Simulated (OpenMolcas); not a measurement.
An atom or ion with 81 electrons was computed by SS-RASPT2, IPEA 0.25 Eh, imaginary shift 0.1 Eh with spin-orbit coupling (OpenMolcas, ANO-RCC-VTZP, DKH2). The lowest levels that the run gave, each within 12 % of the measured value where one is at hand:

| J | Parity | E (eV) | g |
| --- | --- | --- | --- |
| 1/2 | odd | 0.0000 | 0.666 |
| 3/2 | odd | 1.546 | 1.334 |
| 1/2 | even | 7.385 | 2.603 |
| 3/2 | even | 8.190 | 1.718 |
| 5/2 | even | 8.799 | 1.504 |
| 3/2 | even | 9.667 | 0.834 |

Task: Which ion is it, and what are the configurations and terms?

Result: Pb+ (Z = 82, charge +1; active space 3 electrons in 9 orbitals (RAS2 6s 6p; RAS3 6d, at most 2 electrons)). J, parity and g give the terms where levels are pure, and mixed ones are named by the computed weights; the size of the splittings, set against known spectra of the 81-electron sequence, gives the charge. In order, with the measured energies in eV (NIST Handbook of Basic Atomic Spectroscopic Data): 6s2 6p 2P* 1/2, 6s2 6p 2P* 3/2 (1.7458), 6s 6p2 4P 1/2 (7.1800), 6s 6p2 4P 3/2 (8.1984), 6s 6p2 4P 5/2 (9.1631), 6s 6p2 2D 3/2.

CASPT2 does not keep the components of a term degenerate, so their means are used; among the terms shown or strongly mixed into the levels shown the widest spread is 49 cm-1 (6s 6p2 2D). Some high roots are left out of the spin-orbit mixing, which shifts the levels that they would mix with. Active for correlation alone: 6d; no level in the range computed is led by a configuration that fills it, so any true level of that kind is missing. Spin-orbit splittings of 6p shells tend to come out small when the coupling is added on scalar orbitals. Some terms mix strongly with configurations of 6d, whose occupation reaches 0.32 (6s 6p2 2D). Measured partners are found by configuration, term and J. A level has none where our copy of the source lacks it or the pairing is in doubt (some pairs that miss far off the trend of their configuration count as doubtful), and it then counts in no deviation. Levels of configurations outside the active space are missing.

* marks odd parity.
